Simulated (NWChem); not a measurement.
System: C2H8Hf; SMILES [HfH2]([CH3])[CH3]

No frequency run checked for a minimum. def2 effective core potentials on Hf; no spin-orbit coupling.

Problem. Give the equilibrium geometry at PBE-D3(BJ)/def2-SVP with def2 effective core potentials on Hf (NWChem) as an XYZ file, with the point group.

Solution. point group C2v; any orientation.
```
11

Hf     0.0000     0.0000    -0.3154
C      1.7616     0.0000     0.9969
H      1.7967    -0.8985     1.6545
H      1.7967     0.8985     1.6545
H      2.6921     0.0000     0.3822
C     -1.7616     0.0000     0.9969
H     -1.7967     0.8985     1.6545
H     -1.7967    -0.8985     1.6545
H     -2.6921     0.0000     0.3822
H      0.0000     1.5684    -1.3416
H      0.0000    -1.5684    -1.3416
```
